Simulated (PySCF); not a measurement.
C5H7FO, SMILES CO[C@]1(F)C=CC1. Atoms are numbered in the order given.

```xyz
14

C      1.9825    -0.3722    -0.5861
O      1.2320     0.5866     0.1194
C     -0.1174     0.3336     0.2888
F     -0.5339     1.2716     1.1899
C     -0.5940    -1.0815     0.6048
C     -1.3755    -1.1334    -0.4858
C     -1.0388     0.2646    -0.9830
H      3.0110     0.0096    -0.6434
H      1.9940    -1.3519    -0.0755
H      1.6102    -0.5264    -1.6161
H     -0.3858    -1.7660     1.4301
H     -2.0429    -1.9015    -0.8844
H     -1.8605     0.9973    -0.9553
H     -0.5189     0.3353    -1.9524
```
Charge 0, spin multiplicity 1.

Geometry: B3LYP-D3(BJ)/def2-SVP. The structure was generated by enumeration; whether it is a known compound was not checked. One conformer was computed; it need not be the lowest.

Level of theory: ωB97X/def2-TZVP in PySCF.

Isolated molecule, no solvent.

Computed frontier levels, gap, dipole moment and polarisability:
| Item | Result |
|---|---|
| highest occupied level | -10.05 eV |
| lowest empty level | 1.86 eV |
| orbital gap | 11.92 eV |
| dipole moment | 3.05 D |
| quadrupole, principal values (traceless, Buckingham form, about the centre of nuclear charge) | -5.29, 1.49, 3.80 D·Å |
| mean static polarisability | 59.7 bohr³ (8.85 Å³) |
| polarisability, principal values | 54.3, 58.9, 66.0 bohr³ |
